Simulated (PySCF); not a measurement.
Gas-phase reaction: GeCl2 + O ⇌ GeO + Cl2

Energies from PySCF, thermal terms from the rigid-rotor harmonic-oscillator model, ideal gas at 1 bar. † marks an energy on the PBE0/def2-TZVP geometry and frequencies; other levels use their own. CCSD(T) freezes the core. 6-31G* has spherical d functions here. Open shells (unrestricted): O (multiplicity 3, electronic degeneracy 9); the rest are closed-shell singlets. Spin-orbit splitting is ignored; it lowers the true energy and changes the entropy of O. B3LYP is the form with VWN-RPA correlation. Ge: all electrons, no relativistic terms. CCSD(T) isn't extrapolated to the basis-set limit; its ΔH°(298 K) is -70.3 kJ in def2-SVP and -95.7 kJ in def2-TZVPP. The harmonic model lacks anharmonicity and excited electronic states, which grow with temperature; levels with a mode under 35 cm⁻¹ are left out. Warning, large T1 diagnostic: GeO (CCSD(T)/def2-TZVPP†).

```json
[
 {"level": "B3LYP/6-31G*", "ΔE electronic, kJ": "-76", "ΔH°(298 K), kJ": "-74", "ΔS°(298 K), J/K": "-11", "ΔG°(1400 K), kJ": "-51"},
 {"level": "B3LYP/def2-TZVP†", "ΔE electronic, kJ": "-102", "ΔH°(298 K), kJ": "-100", "ΔS°(298 K), J/K": "-11", "ΔG°(1400 K), kJ": "-77"},
 {"level": "CCSD(T)/def2-TZVPP†", "ΔE electronic, kJ": "-98", "ΔH°(298 K), kJ": "-96", "ΔS°(298 K), J/K": "-11", "ΔG°(1400 K), kJ": "-72"},
 {"level": "HF/def2-TZVP†", "ΔE electronic, kJ": "165", "ΔH°(298 K), kJ": "167", "ΔS°(298 K), J/K": "-11", "ΔG°(1400 K), kJ": "190"},
 {"level": "M06-2X/def2-TZVP†", "ΔE electronic, kJ": "-82", "ΔH°(298 K), kJ": "-80", "ΔS°(298 K), J/K": "-11", "ΔG°(1400 K), kJ": "-57"},
 {"level": "PBE/def2-TZVP†", "ΔE electronic, kJ": "-145", "ΔH°(298 K), kJ": "-143", "ΔS°(298 K), J/K": "-11", "ΔG°(1400 K), kJ": "-120"},
 {"level": "PBE0/def2-SVP†", "ΔE electronic, kJ": "-55", "ΔH°(298 K), kJ": "-53", "ΔS°(298 K), J/K": "-11", "ΔG°(1400 K), kJ": "-29"},
 {"level": "PBE0/def2-TZVP", "ΔE electronic, kJ": "-82", "ΔH°(298 K), kJ": "-79", "ΔS°(298 K), J/K": "-11", "ΔG°(1400 K), kJ": "-56"},
 {"level": "r2SCAN/def2-TZVP†", "ΔE electronic, kJ": "-94", "ΔH°(298 K), kJ": "-91", "ΔS°(298 K), J/K": "-11", "ΔG°(1400 K), kJ": "-68"},
 {"level": "LDA/def2-TZVP†", "ΔE electronic, kJ": "-209", "ΔH°(298 K), kJ": "-207", "ΔS°(298 K), J/K": "-11", "ΔG°(1400 K), kJ": "-184"},
 {"level": "ωB97M-V/def2-TZVP†", "ΔE electronic, kJ": "-97", "ΔH°(298 K), kJ": "-95", "ΔS°(298 K), J/K": "-11", "ΔG°(1400 K), kJ": "-71"}
]
```
ΔH° is lowest at LDA/def2-TZVP† and highest at HF/def2-TZVP†. No reference value is set beside these.
